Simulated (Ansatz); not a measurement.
Cartesian coordinates in Å:
```
Cl 0.333 -0.009 1.995
In -0.723 -0.271 -0.296
Ga 1.883 0.756 0.077
H -2.290 -0.904 -0.299
H -0.073 1.384 -0.654
H 0.871 -0.955 -0.823
```

Total charge 0; spin multiplicity 1. In takes the def2 core potential. The bonds changed during the relaxation, so this is another structure than the one it started from.

(1) List the r2SCAN/def2-TZVPP orbital energies in eV (the Gaussian-basis code of Ansatz). (Best estimate.)

Results:

(1) The calculation gave: Occupied: -10122.53, -2752.75, -1244.66, -1101.04, -1101.04, -1101.03, -254.12, -192.61, -192.57, -192.52, -148.17, -125.80, -100.93, -100.93, -100.90, -82.40, -82.31, -82.23, -20.88, -20.54, -20.52, -20.50, -20.49, -20.32, -19.74, -19.65, -19.58, -19.52, -19.39, -12.33, -9.98, -8.29, -8.28, -8.08, -7.06, -6.63. Lowest empty: -1.87, -1.69, -1.33, -0.29, 0.41, 0.66, 2.36, 2.48.
